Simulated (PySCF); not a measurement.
B(H)2(iPr) (C3H9B), SMILES BC(C)C. Geometry: PBE-D3(BJ)/def2-SVP. This is a generated structure with no PubChem entry under its InChIKey; it may be hypothetical.

Computed equilibrium geometry at PBE-D3(BJ)/def2-SVP (PySCF confirms it by a frequency run) as a Z-matrix, and its point group:
point group Cs.
```
C
H 1 1.1443
C 1 1.5331 2 107.17
H 3 1.1079 1 111.96 2 58.50
H 3 1.1102 4 107.32 1 -120.96
H 3 1.1106 4 108.19 5 -115.04
C 1 1.5331 2 107.17 3 -121.73
H 7 1.1079 1 111.96 2 -58.50
H 7 1.1102 8 107.32 1 120.96
H 7 1.1106 8 108.19 9 115.04
B 1 1.5497 2 87.70 7 -119.14
H 11 1.2200 1 120.29 2 -85.84
H 11 1.2200 12 118.90 1 -171.79
```
Charge 0, spin multiplicity 1.
